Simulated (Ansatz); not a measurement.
Compare A (`O[SiH2][SiH](F)Cl`) with its isomer B (`F[SiH2]O[SiH2]Cl`).

Gas-phase electronic energies from Ansatz, PBE0-D4/def2-TZVP geometries. CBS: MP2 limit from def2 TZ/QZ plus the TZ coupled-cluster correction, frozen cores. Functionals use def2-TZVPP. B3LYP here is the variant with VWN-RPA as its local correlation; programs differ in this. One conformer a species, not always the lowest.

A:

```xyz
9

O     0.891    1.611   -0.856
Si    0.342    0.070   -1.056
Si   -0.307   -0.767    1.042
F    -1.294   -2.014    0.895
Cl   -1.348    0.768    1.942
H     0.333    2.212   -0.358
H    -0.841   -0.008   -1.958
H     1.464   -0.703   -1.641
H     0.761   -1.168    1.989
```

B:

Z-matrix (Å, degrees):
```
Si
O 1 1.624
F 1 1.593 2 109.1
H 1 1.475 2 108.0 3 -117.1
H 1 1.477 2 110.4 3 118.1
Si 2 1.626 1 148.3 3 -64.1
Cl 6 2.050 2 109.9 1 -29.0
H 6 1.477 2 110.0 1 89.5
H 6 1.476 2 108.5 1 -147.0
```

**Question.** Which isomer does CCSD(T)/CBS put lower? Give the gap. (An estimate is asked.)

**Answer.** The calculation gave: B, by 35.6 kcal/mol.

**Question.** Give E(B) − E(A) in kcal/mol with B3LYP-D4, B2PLYP, B3LYP, r2SCAN-D4, HF/def2-TZVPP, ωB97M-V, CCSD/def2-TZVPP. (An estimate is asked.)

**Answer.** Computed: B3LYP-D4 -34.5, B2PLYP -36.3, B3LYP -34.7, r2SCAN-D4 -33.5, HF/def2-TZVPP -42.1, ωB97M-V -35.6, CCSD/def2-TZVPP -37.0. None reverses the order clearly.

Largest T1 diagnostic: 0.012.

In def2-TZVPP, CCSD(T) changes the Hartree–Fock value by +6.1 kcal/mol (the triples alone add +0.9 kcal/mol) and MP2 by +4.4 kcal/mol. From PBE to PBE0 (25 % exact exchange), in def2-TZVPP and without D4, E(B) − E(A) moves by −2.9 kcal/mol.
